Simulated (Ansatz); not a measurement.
```yaml
crystal:
  periodic: [false, false, false]
  atoms:
    - {symbol: C, position_ang: [-2.049154, -0.094249, 1.194485]}
    - {symbol: Al, position_ang: [-0.185663, 0.385063, 1.165406]}
    - {symbol: C, position_ang: [1.176193, -0.894480, 0.396824]}
    - {symbol: N, position_ang: [1.003185, -0.752070, -1.067736]}
    - {symbol: Si, position_ang: [0.701074, 0.793829, -1.659028]}
    - {symbol: H, position_ang: [-2.243108, -0.739064, 0.329731]}
    - {symbol: H, position_ang: [-2.704720, 0.696780, 1.196207]}
    - {symbol: H, position_ang: [-2.233699, -0.692917, 2.139455]}
    - {symbol: H, position_ang: [0.373025, 1.566233, 2.070805]}
    - {symbol: H, position_ang: [2.222037, -0.685137, 0.679481]}
    - {symbol: H, position_ang: [0.876323, -1.908471, 0.640884]}
    - {symbol: H, position_ang: [1.444650, -1.404092, -1.641839]}
    - {symbol: H, position_ang: [1.852036, 1.742637, -1.746297]}
    - {symbol: H, position_ang: [-0.009909, 0.825117, -2.956097]}
    - {symbol: H, position_ang: [-0.180915, 1.374675, -0.586817]}
basis:
  gaussian: {orbitals: def2-TZVPPP}
total_charge: 1
magnetization: {spin_polarized: true, initial_magnetization: 1}
hamiltonian: {xc: {name: B2PLYP}, pseudopotentials: {relativity: none}}
output: {forces: true}
```

```sh
$ ansatz run in.yaml --threads 4 --pin off --events-out ev --progress --plain --max-ram 10444MiB
```

(1) How does Ansatz answer? (An estimate is asked.)

Answers

(1) Ansatz gave: The input was rejected before any iteration.
```
Error: <dir> can't be read: No such file or directory (os error 2)
```
